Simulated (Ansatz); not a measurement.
Ansatz (a program for electronic structure) input:

Ansatz 0.2 input:
```yaml
crystal:
  periodic: [false, false, false]
  atoms:
    - {symbol: Ag, position_ang: [-1.03212738, -0.70902732, -0.89152173]}
    - {symbol: I, position_ang: [1.03587901, 0.68033983, 0.85729761]}
basis:
  gaussian:
    orbitals: def2-TZVP
hamiltonian:
  xc: b3lyp
  dispersion: d3bj
total_charge: -1
magnetization: {spin_polarized: true, initial_magnetization: 1}
relax: {f_tol: 0.002, max_steps: 150}
```

Problem. Predict the final energy.

Solution. -444.95975 Eh (B3LYP-D3(BJ)/def2-TZVP). The basis has 90 functions.

The spin state was set by rule; other spins were not relaxed.
